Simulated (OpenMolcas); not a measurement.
## Mn4+: Racah parameters, worked from levels

| Property | Result |
| --- | --- |
| Program | OpenMolcas 26.06 |
| Basis | ANO-RCC-VTZP [6s5p3d2f1g] |
| Scalar Hamiltonian | DKH2, point nucleus |
| Active space | 3 electrons in 5 orbitals (3d) |
| State averaging | 2S+1 = 4 even, 10 roots; 2S+1 = 2 even, 40 roots kept (CI in the orbitals of an earlier block) |
| Spin-orbit coupling | RASSI with atomic mean-field integrals over the reference wave functions, term energies averaged over their components |

Methods: CASSCF; MS-CASPT2, IPEA 0.25 Eh, imaginary shift 0.1 Eh (closed shells correlated: 3s 3p). Measured levels: Corliss and Sugar, J. Phys. Chem. Ref. Data 6, 1253 (1977).

**Racah parameters.** Above ⁴F, d3 has ⁴P at 15B, ²G at 4B + 3C and ²H at 9B + 3C. The first two fix B and C, and the third tests them; where it misses by thousands of cm-1, two parameters do not describe the configuration (Trees and configuration-interaction terms are left out) and B and C hang on the terms chosen. Term energies are centres of gravity, weighted by 2J + 1.

| Source | ⁴P | ²G | B | C | C/B | ²H from B, C | ²H found |
| --- | --- | --- | --- | --- | --- | --- | --- |
| CASSCF | 19950 | 20356 | 1330 | 5012 | 3.77 | 27006 | 27083 |
| MS-CASPT2 | 16638 | 17765 | 1109 | 4443 | 4.01 | 23310 | 25087 |
| measured | 15975 | 17354 | 1065 | 4365 | 4.10 | 22680 | 24351 |

Energies in cm-1. From CASSCF to MS-CASPT2, B changes by -16.6 % and C by -11.4 %. Against the measured terms, MS-CASPT2 has B off by +4.1 % and C by +1.8 %.

Term energies are means over components that CASPT2 splits; among the terms shown or strongly mixed into the levels shown the widest spread is 860 cm-1 (3d³ ⁴F, MS-CASPT2). Terms from blocks run as CI alone lack orbitals of their own. Without dynamic correlation excited terms often stand tens of per cent too high (terms of higher spin than the ground term too low), and those without a measured partner can miss by more than the paired ones (holds for CASSCF). Computed and measured levels are paired by configuration, term and J; levels that our copy of the source lacks, or whose pairing is in doubt (as where it misses far off the trend of its configuration), stay unpaired and out of the deviations. Levels of configurations outside the active space are missing.
